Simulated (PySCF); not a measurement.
Al2(mu-Br)2(Cl)4, Al2Br2Cl4, singlet (CAM-B3LYP/def2-SVP optimised geometry):

```
8

Al     1.451    -1.885     2.258
Al    -0.865    -0.980     0.000
Br    -0.984    -1.899     2.252
Cl     2.169    -3.842     2.273
Cl     2.145    -0.471     3.622
Br     1.571    -0.980     0.000
Cl    -1.570    -2.381    -1.372
Cl    -1.571     0.980     0.000
```

Method: PySCF 2.14.0 with CAM-B3LYP/def2-TZVP.

Question: What are the frontier orbital energies and the dipole moment?

Answer: HOMO-2 -10.86 eV, HOMO-1 -10.71 eV, HOMO -10.64 eV, LUMO -0.13 eV, LUMO+1 -0.11 eV; dipole moment 0.02 D.

Meta-Löwdin charges at CAM-B3LYP/def2-TZVP: Al1 0.79, Al2 0.79, Br3 -0.15, Cl4 -0.32, Cl5 -0.32, Br6 -0.15, Cl7 -0.32, Cl8 -0.32.
